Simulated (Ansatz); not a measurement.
input.yaml

```yaml
crystal:
  periodic: [false, false, false]
  atoms:
    - { symbol: Ge, position_ang: [-0.545658, 0.138095, -0.335981] }
    - { symbol: H, position_ang: [0.371881, -0.414471, 2.21194] }
    - { symbol: H, position_ang: [0.82454, 0.120292, 0.383659] }
    - { symbol: H, position_ang: [-0.669948, 1.467694, -1.128796] }
    - { symbol: H, position_ang: [-0.683914, -1.076954, -1.288977] }
    - { symbol: "N", position_ang: [-1.963931, -0.060279, 0.896428] }
    - { symbol: H, position_ang: [-2.619595, -0.782725, 0.585248] }
    - { symbol: Si, position_ang: [-2.639578, 1.130633, 1.979576] }
    - { symbol: H, position_ang: [-3.336618, 0.42152, 3.114002] }
    - { symbol: H, position_ang: [-1.491165, 1.942814, 2.513037] }
    - { symbol: H, position_ang: [-3.615993, 2.093374, 1.346679] }
    - { symbol: H, position_ang: [-0.314021, -0.579892, 2.367685] }
basis:
  gaussian: { orbitals: def2-SVP }
hamiltonian:
  xc: pbe
  dispersion: d4
relax:
  f_tol: 0.03
  max_steps: 50
```

Launched with:

```bash
$ ansatz run input.yaml --threads 4 --pin off --max-ram 5120MiB --backend cpu --events-out ev --progress --plain --runs-dir out
```

Hardware: 4 threads of Arm Neoverse V2, on a shared host.

Task: Roughly how long does this run take, and how much memory?

Result: 25 s, with a peak of 0.16 GiB, for 25 ionic steps.
